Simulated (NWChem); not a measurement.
System: C4H6; SMILES C#CCC

Here is an NWChem input.

```
start job
memory heap 200 mb stack 900 mb global 1100 mb
geometry units angstroms
  C      0.253787    -1.975001     0.000000
  C     -0.158952    -0.836134     0.000000
  C     -0.634489     0.542916     0.000000
  C      0.489977     1.577185     0.000000
  H      0.614561    -2.986716     0.000000
  H     -1.283912     0.692388     0.879835
  H     -1.283912     0.692388    -0.879835
  H      0.076120     2.596495     0.000000
  H      1.128642     1.465916    -0.888506
  H      1.128642     1.465916     0.888506
end
basis spherical
  * library sto-3g
end
dft
  xc hfexch
  iterations 150
end
driver
  maxiter 120
end
task dft optimize
task dft freq
```

The level has its own optimisation; frequencies are unscaled. Brackets give each atom's bonded neighbours.

Give the results of this calculation. (Hartree-Fock/STO-3G.) Quantities: r C–C [C(CC)–C(CH)] (Å); r C–H [C(CH)–H(C)] (Å); r C–C [C(CC)–C(CCHH)] (Å); r C–C [C(CCHH)–C(CHHH)] (Å); highest harmonic frequency (cm⁻¹); lowest (cm⁻¹); zero-point energy (kcal/mol); dipole (D).


```json
{
  "r C–C [C(CC)–C(CH)] (Å)": "1.170",
  "r C–H [C(CH)–H(C)] (Å)": "1.064",
  "r C–C [C(CC)–C(CCHH)] (Å)": "1.489",
  "r C–C [C(CCHH)–C(CHHH)] (Å)": "1.546",
  "highest harmonic frequency (cm⁻¹)": "3951",
  "lowest (cm⁻¹)": "232",
  "zero-point energy (kcal/mol)": "63.6",
  "dipole (D)": "0.56"
}
```
